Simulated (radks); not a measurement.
Results of a calculation; reference values are marked as such.
Task: B III, 3 electrons, occupied as [He] 2s1. Code: a radial shooting solver on a logarithmic mesh with Libxc functionals. Model: scalar-relativistic Kohn-Sham, LDA (Slater exchange, Perdew-Wang correlation), spin-polarised, spherical densities, point nucleus; open shells are filled with parallel spins first; hard spherical wall at 4 bohr. Some entries of the table are withheld. Estimate them.

| orbital | occ. | eigenvalue (eV) | <r^2> (bohr^2) |
|---|---|---|---|
| 1s up | 1 | -208.9234 | 0.1486 |
| 1s down | 1 | -208.0965 | 0.1479 |
| 2s up | 1 | -31.9439 | (1) |
| 2s down | 0 | -28.1931 | (2) |
| 2p up | 0 | -25.9917 | 2.629 |
| 2p down | 0 | -22.4652 | 2.707 |
| 3d up | 0 | (3) | (4) |
| 3d down | 0 | (5) | (6) |
| 3s up | 0 | 2.8763 | 6.199 |
| 3s down | 0 | 4.8910 | 6.206 |

Result: 
(1) 2s up <r^2> (bohr^2): 2.860
(2) 2s down <r^2> (bohr^2): 2.966
(3) 3d up eigenvalue (eV): -2.0130
(4) 3d up <r^2> (bohr^2): 5.493
(5) 3d down eigenvalue (eV): 0.5910
(6) 3d down <r^2> (bohr^2): 5.719
